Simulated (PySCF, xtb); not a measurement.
TaF4Br, SMILES [F][Ta]([F])([F])([F])[Br], multiplicity 1.

Harmonic wavenumbers (cm⁻¹) from GFN2-xTB in xtb at its own minimum, in rising order: 47, 118, 143, 172, 192, 214, 269, 276, 419, 475, 486, 511.

Problem. What does PBE-D3(BJ)/def2-SVP (PySCF) give at its own minimum? (Estimate from the structure and the level; the computed values follow.)

Solution. 13, 117, 126, 192, 218, 247, 298, 319, 636, 673, 682, 701. Paired by order, the mean absolute difference is 84 cm⁻¹ and the zero-point energies are 4.7 and 6.0 kcal/mol.
